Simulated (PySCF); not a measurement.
# EPR parameters of C6H7N2

C6H7N2 (doublet state).
Cartesian coordinates in Å at the GFN2-xTB level; atoms count from 1:
```xyz
15
C6H7N2 angstrom
H      3.067   -0.419    0.513
N      2.226   -0.437    1.088
C      1.146   -0.213    0.438
C      0.861    0.093   -0.911
C     -0.616    0.174   -1.031
C     -0.923    1.389   -0.136
N     -0.718    1.134    1.077
C     -0.230   -0.246    1.115
C     -1.041   -0.904   -0.011
H      1.562    0.388   -1.670
H     -1.050    0.178   -2.025
H     -1.229    2.352   -0.503
H     -0.247   -0.668    2.114
H     -2.114   -0.909    0.185
H     -0.698   -1.905   -0.266
```

The hyperfine couplings belong to this conformer and change with its torsions.

Identity: `[H]/N=C1\[CH][C@@H]2C=N[C@H]1C2` [radical].

The calculation used PySCF 2.14.0, UKS B3LYP, pcH-1 on C H N, non-relativistic, mean-field spin-orbit, GIAO. Isolated species at its GFN2-xTB geometry, gas phase. A GFN2-xTB geometry isn't a minimum of the functional, and hyperfine couplings can be far from their values at a DFT geometry. Stability of the SCF solution: not tested.

```
g1, g2, g3                      : 2.00226, 2.00340, 2.00404
g_iso                           : 2.00323
Form of g                       : rhombic: the two nearest values differ by 36 % of g3 − g1
⟨S²⟩                            : 0.7697 (exact 0.7500)
HOMO–LUMO gap, α and β orbitals : 5.33, 3.94 eV
Total energy                    : -342.26683 Eh
```

Isotropic coupling and dipolar principal values T1 to T3, in mT; ρ(0) is the spin density at the nucleus (MHz turned into mT with g_iso):

| atom | isotope | a_iso | T1 | T2 | T3 | Mulliken spin population | ρ(0) (bohr⁻³) |
| --- | --- | --- | --- | --- | --- | --- | --- |
| H1 | 1H | -0.89 | -0.62 | -0.20 | 0.81 | -0.01 | -0.0056 |
| N2 | 14N | 0.48 | -0.63 | -0.62 | 1.25 | 0.39 | 0.0416 |
| C3 | 13C | -1.45 | -0.81 | 0.26 | 0.55 | -0.19 | -0.0360 |
| C4 | 13C | 2.50 | -2.23 | -2.21 | 4.44 | 0.80 | 0.0624 |
| C5 | 13C | -0.74 | -0.09 | 0.01 | 0.08 | -0.05 | -0.0185 |
| C6 | 13C | 1.62 | -0.32 | -0.08 | 0.40 | 0.00 | 0.0405 |
| N7 | 14N | 0.14 | -0.13 | -0.10 | 0.23 | 0.06 | 0.0121 |
| C8 | 13C | 0.02 | -0.05 | 0.00 | 0.05 | 0.01 | 0.0006 |
| C9 | 13C | 0.46 | -0.13 | -0.10 | 0.23 | 0.03 | 0.0115 |
| H10 | 1H | -1.75 | -1.02 | -0.04 | 1.06 | -0.03 | -0.0110 |
| H11 | 1H | 0.30 | -0.13 | -0.10 | 0.23 | 0.00 | 0.0019 |
| H12 | 1H | 0.24 | -0.11 | -0.04 | 0.15 | 0.01 | 0.0015 |
| H13 | 1H | 0.00 | -0.07 | -0.01 | 0.08 | 0.00 | 0.0000 |
| H14 | 1H | 0.39 | -0.07 | -0.06 | 0.13 | 0.01 | 0.0025 |
| H15 | 1H | 0.00 | -0.15 | -0.05 | 0.20 | 0.00 | 0.0000 |

The Mulliken spin populations are largest on C4 (+0.80), N2 (+0.39) and C3 (-0.19). The positive populations add up to 1.29 and the negative ones to -0.29, together 2S = 1. The angles at C4 add up to 359.2°, so it is planar; its axial dipolar tensor and the negative coupling of its proton fit spin in a p orbital normal to that plane.

Axes: g2 points within 10° of the C3–C4 bond and g3 points within 14° of the C4–C5 bond.

Under fast tumbling the dipolar parts average out, and these isotropic splittings remain (the largest six): 1 × 1H (H10, I = 1/2, 2 lines) with 1.75 mT, 1 × 1H (H1, I = 1/2, 2 lines) with 0.89 mT, 1 × 14N (N2, I = 1, 3 lines) with 0.48 mT, 1 × 1H (H14, I = 1/2, 2 lines) with 0.39 mT, 1 × 1H (H11, I = 1/2, 2 lines) with 0.30 mT and 1 × 1H (H12, I = 1/2, 2 lines) with 0.24 mT.

The 13C coupling of C4 (70.1 MHz) shows only in satellite lines or after enrichment, since that isotope makes up about 1.07 % of natural carbon.

The spin density at the nucleus, in bohr⁻³, is negative for C3 (-0.0360), C5 (-0.0185) and H10 (-0.0110), for instance. A restricted open-shell determinant has no negative spin density anywhere; here it arises because α and β orbitals differ (spin polarisation).

Hardware: Arm Neoverse V2, one thread (shared host). Cost: 69 s of wall time (with the writing of density and orbital grids), 1.1 GiB resident at most.
